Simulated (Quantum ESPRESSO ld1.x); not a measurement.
The numbers below are computed, except where a source is named.
Q: The table gives one normalised radial function P(r) = r R(r) (large component) of Sb2+ in [Kr] 4d10 5s2 5p1 (r in bohr). Level of theory: Dirac Kohn-Sham, BLYP, spin-unpolarised, spherical densities, point nucleus; open shells are shared between the two j in proportion to 2j + 1; speed of light set to 102.777 atomic units (0.75 times the physical value, a model run) (ld1.x of Quantum ESPRESSO 7.5).

r,P
0.00412,0.0002
0.005496,0.0004
0.00733,0.0009
0.009776,0.0019
0.01304,0.0039
0.01725,0.0079
0.02301,0.0162
0.03069,0.0325
0.04093,0.0629
0.05459,0.1165
0.07282,0.2028
0.09634,0.3207
0.1285,0.4597
0.1714,0.5626
0.2286,0.5381
0.3049,0.2981
0.4066,-0.1579
0.5424,-0.6810
0.7176,-1.0230
0.9571,-1.0437
1.277,-0.7893
1.703,-0.4534
2.271,-0.1928
3.029,-0.0564
4.008,-0.0107
5.345,-0.0010
7.129,0.0000

Which n and l does it have? It may be an empty orbital.

A: n = 4, l = 2: the number of nodes gives n - l - 1 = 1, the rise at small r points to l (for j = l - 1/2 the large component starts as r^gamma with gamma = sqrt(l^2 - (Z/c)^2) = 1.94 and the r^(l+1) term takes over further out; the orbital of l - 1 with the same j starts with the same power, but with a larger coefficient, and does not steepen), and the extent must fit the shell. The curve is that of 4d3/2; the two j differ most near the nucleus, where j = l - 1/2 has the larger amplitude, and in heavy atoms j = l - 1/2 is also the more compact. 4d3/2: eigenvalue -51.594 eV, 1 radial node at r = 0.372 bohr, <r> = 1.02 bohr, 90 % of the charge inside 1.57 bohr.
